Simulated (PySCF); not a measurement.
Coordinates in bohr (charge 0 multiplicity 4):
```
Ir    0.0000    0.0000   -0.2330
O     0.0000    0.0000    3.0964
H    -2.2442    0.0000   -2.2625
H     2.2442    0.0000   -2.2625
```

All numbers come from UPBE0/[Ir def2-TZVP with ECP60, O def2-TZVP, H def2-TZVP], scalar-relativistic core potentials, density fitting, no spin–orbit coupling, PySCF.

This geometry of H₂IrO is a stationary point at this level.

**Question.** What is the point group?

**Answer.** C2v.

**Question.** Is it a minimum?

**Answer.** Yes: all harmonic wavenumbers are real.

**Question.** Which band is strongest in the infrared?

**Answer.** 2174 cm⁻¹ (b2), 46 km/mol.

**Question.** What are the dipole moment and the gap between the highest occupied and lowest empty levels of either spin?

**Answer.** 1.57 D and 2.61 eV.

**Question.** Give the atomic charges and bond orders.

**Answer.** 
```tsv
atom	Mulliken	Löwdin	polar tensor	spin (Mulliken)	Mayer order to Ir1
Ir1	0.53	0.49	0.50	2.12	–
O2	-0.46	-0.35	-0.36	0.87	1.72
H3,4	-0.03	-0.07	-0.07	0.00	0.92
```

Other isomers or separated fragments may lie lower. With open d or f shells other occupations or spin states may lie lower. At this level a doublet minimum of Cs symmetry lies 89 kJ/mol below this structure. With an element this heavy the missing spin–orbit coupling can shift these numbers.
